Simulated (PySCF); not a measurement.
Excitations are Tamm–Dancoff values on a coarser integration grid. The basis has no diffuse functions, so Rydberg states are missing or too high.

CH$_{3}$F$_{2}$Ga, SMILES `[Ga]([CH3])([F])[F]` (charge 0, multiplicity 1)

Level of theory: PBE-D3(BJ)/def2-TZVP // B3LYP-D3(BJ)/def2-TZVP in PySCF.

```json
{
 "HOMO": "-8.10 eV",
 "dipole_moment": "3.45 D",
 "HOMO–LUMO gap": "6.32 eV",
 "LUMO": "-1.78 eV",
 "S1 excitation (TDA)": "6.72 eV",
 "S1 oscillator strength": "0.018",
 "brightest of the four lowest singlets (TDA)": "6.95 eV",
 "T1 excitation (TDA)": "5.97 eV",
 "S1–T1 gap (TDA)": "0.75 eV",
 "total_energy": "-2164.1207 Ha",
 "cost": "very roughly 70 core-seconds"
}
```

```xyz
7

C     -0.9644     0.0065    -0.0300
Ga     0.9829     0.0027     0.0233
F      1.9879     1.4344     0.1971
F      1.9784    -1.4419    -0.0895
H     -1.3468    -0.3711     0.9185
H     -1.3077    -0.6488    -0.8289
H     -1.3302     1.0181    -0.1906
```
